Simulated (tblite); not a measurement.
Task: Write Cartesian coordinates for `O=c1cc[c]cc(F)c1Cl` [radical] as optimised with GFN2-xTB. (Doublet state.)

Result: 
```xyz
13
C7H3ClFO angstrom
O     -0.8516    2.4298    0.6260
C     -0.5574    1.3096    0.2455
C     -1.5986    0.3406   -0.0514
C     -1.4606   -1.0001   -0.2960
C     -0.3193   -1.6780    0.0301
C      0.9615   -1.4672    0.2702
C      1.5336   -0.1843   -0.0356
F      2.8656   -0.1894   -0.2148
C      0.8722    1.0019   -0.0587
Cl     1.8010    2.4237   -0.3430
H     -2.5797    0.7904   -0.1434
H     -2.3060   -1.5508   -0.6894
H      1.6351   -2.2258    0.6426
```

Any rigid rotation of these coordinates is as good. Atoms count from 1 in this order. C7 (carbon bonded to 2 C and F) is planar (angles 126.1°, 118.9° and 114.8°, sum 359.8°, 0.03 Å off the plane of its three neighbours). C6 (carbon bonded to 2 C and H) is planar (angles 123.7°, 119.3° and 116.9°, sum 359.9°, 0.02 Å off the plane of its three neighbours). The 7 C–C bonds span 1.320 Å (C5–C6, drawn aromatic) to 1.494 Å (C2–C9, drawn aromatic), a spread of 0.174 Å. C9 (carbon bonded to 2 C and Cl) is planar (angles 130.0°, 117.5° and 112.3°, sum 359.8°, 0.04 Å off the plane of its three neighbours).

Bonds between heavy atoms (Å): O1=C2 1.219, C2–C3 1.453, C3–C4 1.370, C4–C5 1.367, C5–C6 1.320, C6–C7 1.438, C7–F8 1.344, C7–C9 1.358, C9–Cl10 1.722, C2–C9 1.494.

The geometry is computed with GFN2-xTB (gas phase). This method treats the open shell by occupation alone, without spin polarisation.

Point group: C1 (no symmetry element, even within 0.4 Å). Its GFN2-xTB frequencies are all real (lowest 58 cm⁻¹).
